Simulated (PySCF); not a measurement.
[CuCl4]-: computed shieldings and shifts

[CuCl4]-, [Cl4Cu]-, point group D4h.

Bonds: Cu1-Cl2 2.197 Å, Cu1-Cl3 2.197 Å, Cu1-Cl4 2.197 Å, Cu1-Cl5 2.197 Å.

Total charge -1.

GIAO calculations in PySCF on the PBE0-D3(BJ)/def2-SVP structure: isolated species, non-relativistic, equivalent atoms averaged; basis pcSseg-1 (pcSseg-2 on Cu).

(1) Give the isotropic shieldings (ppm) with B3LYP, PBE, PBE0.

(2) And the chemical shifts, against references computed in the same way?

(3) Which part of the shielding of Cu1 depends on the functional?

Results:

(1) 
```tsv
atoms	environment	B3LYP	PBE	PBE0
Cu1	Cu bonded to 4 Cl	-833	-390	-1150
Cl2/Cl3/Cl4/Cl5	chlorine bonded to Cu	530	394	616
HOMO–LUMO gap (eV)	–	1.99	0.49	2.40
```

(2) 
```tsv
atoms	nucleus, reference	B3LYP	PBE	PBE0
Cl2/Cl3/Cl4/Cl5	35Cl, HCl	400	540	328
```

(3) Diamagnetic: B3LYP 2399, PBE 2400, PBE0 2400 ppm; paramagnetic: B3LYP -3233, PBE -2790, PBE0 -3549 ppm. The diamagnetic part, set mainly by inner electrons, hardly moves; the paramagnetic part goes with low-lying magnetically allowed excitations and carries the spread.
